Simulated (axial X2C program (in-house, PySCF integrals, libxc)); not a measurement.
**Worked dissociation energy of BeNb: BLYP, without spin–orbit coupling**

Calculated with an in-house relativistic program for diatomic molecules. Spin-free means the one-electron spin-free X2C Hamiltonian. Basis: Nb dyall-cv3z [11s12p9d5f3g], Be dyall-cv3z [8s8p3d1f] (cores contracted in-house); Gaussian nuclei, density fitting, unrestricted open shells. Masses: Nb 92.906 u, Be 9.012 u.

Molecular state: M_S = 5/2, Λ = 2 (beyond evenly filled blocks: 2 × σα, π+α, π-α, δ+α).

- E(Nb) (2M_S = 5, M_L = 0): -3819.515167 hartree
- E(Be) (2M_S = 0, M_L = 0): -14.664186 hartree
- E(BeNb) at Re: -3834.218526 hartree
- ωe: 408.7 cm⁻¹
- ωexe: 3.52 cm⁻¹

Problem. Work out De and D0.

Solution. De = -3819.515167 + (-14.664186) − (-3834.218526) = 0.03917 hartree = 1.066 eV. The zero-point energy is ωe/2 − ωexe/4 = 203 cm⁻¹ = 0.025 eV, so D0 = 1.041 eV.

One determinant describes the state; a PBE0 search over occupations chose it and may have missed a lower one. Dissociation energies refer to the lowest single-determinant-based atoms at the same level and basis. PBE0 can misorder states that lie within some tenths of an eV, so this need not be the ground state of the molecule. The nearest other spin-free determinant of the search, M_S = 5/2, Λ = 0, lies 0.10 eV up at the distance of the search. The functionals have no current-density term, which raises determinants with orbital currents, atoms included. At some level and bond length an empty orbital lies below a filled one.

Each atomic determinant is the lowest at this level and need not be a pure term. Totals compare only within one Hamiltonian and basis.
